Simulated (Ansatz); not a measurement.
Spectroscopic constants of CoAs, multiplicity 5 (lowest of 2S+1 = 1, 3, 5, 7 at PBE0/def2-TZVPP; our sources give no spin for the ground state, which may be another). No spin–orbit coupling. Co is treated without relativity. As is treated without relativity.

Constants: fifth-degree fit in 1/R to seven points, most abundant isotopes. Runs in def2 and cc sets follow the lowest solution found near the PBE0 minimum.

Run with Ansatz (a first-principles code) with Gaussian orbitals. Values without a source in brackets are computed.

Q: What bond length and harmonic frequency does PBE0/def2-TZVPP give?

A: r_e = 2.244 Å, ω_e = 283 cm⁻¹.

Q: What bond length and harmonic frequency does wB97X-V/def2-TZVPP give?

A: r_e = 2.251 Å, ω_e = 280 cm⁻¹.

Q: What bond length and harmonic frequency does wB97M-V/def2-TZVPP give?

A: r_e = 2.270 Å, ω_e = 273 cm⁻¹.
